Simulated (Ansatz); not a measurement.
**Question.** Name a neutral molecule of C, O, S, Zr and H with LUMO energy (PBE0/def2-TZVPP) between -1.20 and -0.90 eV and size of the dipole moment (ωB97M-V/def2-TZVPP) between 3.80 and 4.10 D (Ansatz, PBE0-D4/def2-TZVP geometry).

**Answer.** `C[O][Zr]([SH])([SH])[O]C` (-0.98 eV, 3.95 D). Other molecules can fit too; these were computed, each in one conformer that needn't be the lowest.
